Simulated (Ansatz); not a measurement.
Basis-set series for C3H9FHfS3 (`C[S][Hf]([F])([S]C)[S]C`). Total charge 0; spin multiplicity 1. Hf: def2 effective core potential. All single points use the PBE0-D4/def2-TZVP geometry. It is one conformer, not always the lowest.

Z-matrix (Å, degrees):
```
C
S 1 1.824
H 1 1.090 2 111.3
H 1 1.089 2 107.0 3 118.2
H 1 1.089 2 110.6 3 -122.7
Hf 2 2.428 1 103.5 3 62.9
S 6 2.428 2 108.0 1 31.5
S 6 2.428 2 108.0 1 -85.2
F 6 1.895 2 110.9 1 153.1
C 7 1.824 6 103.6 2 -85.1
C 8 1.824 6 103.6 2 31.4
H 10 1.089 7 110.7 6 -58.6
H 10 1.089 7 107.0 6 -177.7
H 10 1.090 7 111.3 6 64.1
H 11 1.090 8 111.3 6 64.1
H 11 1.089 8 107.0 6 -177.7
H 11 1.089 8 110.7 6 -58.6
```

```json
{"functional": "PBE0-D4", "basis": "def2-SVP", "functions": "187", "energy (Eh)": "-1461.19276", "HOMO (eV)": "-7.09", "LUMO (eV)": "-1.57"}
{"functional": "PBE0-D4", "basis": "def2-QZVPP", "functions": "789", "energy (Eh)": "-1461.92494", "HOMO (eV)": "-7.06", "LUMO (eV)": "-1.58"}
{"functional": "ωB97M-V", "basis": "def2-SVP", "functions": "187", "energy (Eh)": "-1461.59831", "HOMO (eV)": "-9.14", "LUMO (eV)": "0.43"}
{"functional": "ωB97M-V", "basis": "def2-QZVPP", "functions": "789", "energy (Eh)": "-1462.33761", "HOMO (eV)": "-9.16", "LUMO (eV)": "0.35"}
```

(1) Give the rows for def2-TZVPP. (Best estimate.)

## Answers

(1) Computed: 
```tsv
functional	basis	functions	energy (Eh)	HOMO (eV)	LUMO (eV)
PBE0-D4	def2-TZVPP	432	-1461.87631	-7.05	-1.55
ωB97M-V	def2-TZVPP	432	-1462.29111	-9.14	0.42
```

Positive LUMOs are unbound and depend on the basis.
